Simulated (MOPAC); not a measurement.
MOPAC input (AM1):

```
AM1 1SCF GEO-OK AUX(PRECISION=9) THREADS=1
C2H10GeN2

N     1.81268000 1    1.38735800 1    0.21559400 1
C     1.51129200 1    0.20440800 1   -0.59614600 1
Ge    0.01007900 1   -0.80741900 1    0.20802100 1
C    -1.51923000 1    0.43154400 1    0.43230100 1
N    -1.84332600 1    1.06767300 1   -0.84810100 1
H     2.59485500 1    1.90762800 1   -0.16489200 1
H     1.02484700 1    2.02199500 1    0.25670400 1
H     1.27412100 1    0.41500400 1   -1.64793500 1
H     2.38302000 1   -0.45210700 1   -0.59459900 1
H     0.42997300 1   -1.36324700 1    1.58380000 1
H    -0.38838400 1   -1.96840900 1   -0.72544100 1
H    -2.37532700 1   -0.16421500 1    0.75338600 1
H    -1.29340200 1    1.12956900 1    1.24999600 1
H    -1.07033100 1    1.62171000 1   -1.19545800 1
H    -2.63974500 1    1.68854600 1   -0.76161700 1
```

From the output:

```
                                                       MOPAC v23.2.5 Linux

          FINAL HEAT OF FORMATION =          4.47481 KCAL/MOL =      18.72260 KJ/MOL

          COSMO AREA              =        138.76 SQUARE ANGSTROMS
          COSMO VOLUME            =        133.77 CUBIC ANGSTROMS

          IONIZATION POTENTIAL    =          9.708389 EV
          HOMO LUMO ENERGIES (EV) =         -9.708  0.729
          NO. OF FILLED LEVELS    =         16
          MOLECULAR WEIGHT        =        134.7044         POINT GROUP:  C2

          MOLECULAR DIMENSIONS (Angstroms)

            Atom       Atom       Distance
            H    12    H     6     5.46246
            H    15    H    10     4.76412
            H    13    H    11     3.42898

          SCF CALCULATIONS        =          1

   ATOM   CHEMICAL          X               Y               Z
  NUMBER   SYMBOL      (ANGSTROMS)     (ANGSTROMS)     (ANGSTROMS)

     1       N          1.81268000  *   1.38735800  *   0.21559400  *
     2       C          1.51129200  *   0.20440800  *  -0.59614600  *
     3      Ge          0.01007900  *  -0.80741900  *   0.20802100  *
     4       C         -1.51923000  *   0.43154400  *   0.43230100  *
     5       N         -1.84332600  *   1.06767300  *  -0.84810100  *
     6       H          2.59485500  *   1.90762800  *  -0.16489200  *
     7       H          1.02484700  *   2.02199500  *   0.25670400  *
     8       H          1.27412100  *   0.41500400  *  -1.64793500  *
     9       H          2.38302000  *  -0.45210700  *  -0.59459900  *
    10       H          0.42997300  *  -1.36324700  *   1.58380000  *
    11       H         -0.38838400  *  -1.96840900  *  -0.72544100  *
    12       H         -2.37532700  *  -0.16421500  *   0.75338600  *
    13       H         -1.29340200  *   1.12956900  *   1.24999600  *
    14       H         -1.07033100  *   1.62171000  *  -1.19545800  *
    15       H         -2.63974500  *   1.68854600  *  -0.76161700  *

                             CARTESIAN COORDINATES

   1    N        1.812680000     1.387358000     0.215594000
   2    C        1.511292000     0.204408000    -0.596146000
   3   Ge        0.010079000    -0.807419000     0.208021000
   4    C       -1.519230000     0.431544000     0.432301000
   5    N       -1.843326000     1.067673000    -0.848101000
   6    H        2.594855000     1.907628000    -0.164892000
   7    H        1.024847000     2.021995000     0.256704000
   8    H        1.274121000     0.415004000    -1.647935000
   9    H        2.383020000    -0.452107000    -0.594599000
  10    H        0.429973000    -1.363247000     1.583800000
  11    H       -0.388384000    -1.968409000    -0.725441000
  12    H       -2.375327000    -0.164215000     0.753386000
  13    H       -1.293402000     1.129569000     1.249996000
  14    H       -1.070331000     1.621710000    -1.195458000
  15    H       -2.639745000     1.688546000    -0.761617000

           Empirical Formula: C2 H10 N2 Ge  =    15 atoms

      MOLECULAR POINT GROUP   :   C2

                  EIGENVALUES
 -35.83675 -34.28489 -25.45763 -24.90590 -17.14033 -16.38437 -15.63073 -15.60866
 -14.51410 -13.97173 -12.80137 -11.30540 -11.28529 -10.98456  -9.83147  -9.70839
   0.72898   0.93668   1.06954   2.69160   3.60728   3.73224   4.30514   4.32088
   4.71528   4.77890   5.96216   5.97998   5.98898   6.06806

              NET ATOMIC CHARGES AND DIPOLE CONTRIBUTIONS

  ATOM NO.   TYPE          CHARGE      No. of ELECS.   s-Pop       p-Pop
    1          N          -0.333375        5.3334     1.60151     3.73186
    2          C          -0.287036        4.2870     1.26453     3.02251
    3         Ge           0.623584        3.3764     0.84145     2.53497
    4          C          -0.287036        4.2870     1.26453     3.02251
    5          N          -0.333375        5.3334     1.60151     3.73186
    6          H           0.134405        0.8656     0.86559
    7          H           0.130952        0.8690     0.86905
    8          H           0.051232        0.9488     0.94877
    9          H           0.090010        0.9100     0.90999
   10          H          -0.097980        1.0980     1.09798
   11          H          -0.097980        1.0980     1.09798
   12          H           0.090010        0.9100     0.90999
   13          H           0.051232        0.9488     0.94877
   14          H           0.130952        0.8690     0.86905
   15          H           0.134405        0.8656     0.86559
 DIPOLE           X         Y         Z       TOTAL
 POINT-CHG.     0.012    -0.931     0.240     0.962
 HYBRID        -0.028     2.273    -0.586     2.347
 SUM           -0.017     1.342    -0.346     1.386

          ATOMIC ORBITAL ELECTRON POPULATIONS

     Atom    s        px        py        pz
    1  N   1.60151   1.09568   1.09900   1.53719
    2  C   1.26453   1.08334   0.96734   0.97183
    3 Ge   0.84145   0.80399   0.84217   0.88880
    4  C   1.26453   1.08411   1.02953   0.90887
    5  N   1.60151   1.09220   1.37009   1.26958
    6  H   0.86559
    7  H   0.86905
    8  H   0.94877
    9  H   0.90999
   10  H   1.09798
   11  H   1.09798
   12  H   0.90999
   13  H   0.94877
   14  H   0.86905
   15  H   0.86559

 **********************
 *                    *
 * JOB ENDED NORMALLY *
 *                    *
 **********************

 == MOPAC DONE ==
```

The geometry given is a B3LYP-D3(BJ)/def2-TZVP minimum.
